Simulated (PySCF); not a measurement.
**A small calculation by hand: chemical shift, span and skew from a shielding tensor**

C4H5FO, SMILES C1(=O)CC[C@@H]1F. Atoms are numbered in the order given.

```xyz
11

O      1.4258     1.1166     0.6970
C      0.7023     0.4680     0.0023
C      0.0923     0.6535    -1.3934
C     -1.0452    -0.3005    -0.9389
C     -0.1609    -0.7845     0.2308
F     -0.7352    -0.9519     1.4544
H     -0.1706     1.6862    -1.6646
H      0.7367     0.2287    -2.1798
H     -1.3901    -1.0629    -1.6498
H     -1.9066     0.2578    -0.5437
H      0.4100    -1.6947    -0.0322
```
Charge 0, spin multiplicity 1.

The structure is a stationary point at ωB97X-D3(BJ)/def2-SVP. The structure was generated by enumeration; whether it is a known compound was not checked.

GIAO shieldings from B3LYP/pcSseg-1 (PySCF), non-relativistic, no solvent. The symmetric part of the tensor of C3 has the principal values 113.4, 142.4, 165.3 ppm. The same nucleus in TMS has σ = 181.3 ppm at this level (PySCF, at its B3LYP-D3(BJ)/def2-TZVP geometry).

### Question
Work out the isotropic shielding, the ¹³C shift against TMS, the span and the skew.

### Answer

σ(iso) = (σ11 + σ22 + σ33)/3 = 140.4 ppm. δ = σ(ref) − σ(iso) = 181.3 − (140.4) = 40.9 ppm.
Span Ω = σ33 − σ11 = 51.9 ppm. Skew κ = 3(σ(iso) − σ22)/Ω = -0.12. Tumbling in solution averages the tensor to δ; in a static solid the shielding alone would spread this spin-1/2 line over Ω.
